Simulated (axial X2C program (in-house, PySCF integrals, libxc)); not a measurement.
**Potential curves of InN, two-component**

Computed with an in-house all-electron X2C program for linear molecules (integrals from PySCF). Two-component (2c) means X2C with spin–orbit coupling and atomic mean-field two-electron Coulomb and Gaunt terms. Basis: In dyall-cv3z [11s12p9d4f1g], N dyall-av3z [7s7p3d2f] (cores contracted in-house); Gaussian nuclei, density fitting, unrestricted open shells. Masses: In 114.904 u, N 14.003 u.

State: Ω = 1 (⟨Sz⟩ = 1.00, ⟨Lz⟩ = 0.00 at PBE0). Energies in eV from the lowest point of each curve. Fits are polynomials in 1 − R0/R over 0.85 to 1.23 times the lowest point R0.

```
 R (Å)    PBE0   PBE50
1.9305  0.5467  0.4707
2.0193  0.2203  0.1673
2.0859  0.0838  0.0492
2.1524  0.0160  0.0000
2.2190  0.0000  0.0023
2.2967  0.0298  0.0527
2.3743  0.0969  0.1390
2.4742  0.2193  0.2834
2.5962  0.3998  0.4840
2.7737  0.6783  0.7680
```

Occupations by symmetry block were frozen at the best pattern of an incomplete PBE0 search. Density functionals use the spin component along the axis (collinear). Other states lie close and PBE0, whose exact exchange favours high spin, may order them wrongly; the determinant shown need not be the ground state. The nearest other 2c determinant of the search, Ω = 2, lies 0.43 eV up at the distance of the search. With several unpaired electrons one determinant need not be a pure state. Open-shell Ω = 0 determinants with evenly filled partner blocks cannot be reached by this program, so the Ω shown need not be the lowest component. This is the Ω = 1 component of a π² triplet; the 0⁺ component is not one determinant and can lie lowest.

(1) Fit the PBE0 curve near its minimum: give the equilibrium distance and the harmonic wavenumber.

(2) What are Re and ωe at the PBE50 level?

Results:

(1) At PBE0, 2c: Re = 2.210 Å, ωe ≈ 445 cm⁻¹; Be follows as 0.277 cm⁻¹.

(2) At PBE50, 2c: Re = 2.181 Å, ωe ≈ 471 cm⁻¹; Be follows as 0.284 cm⁻¹.
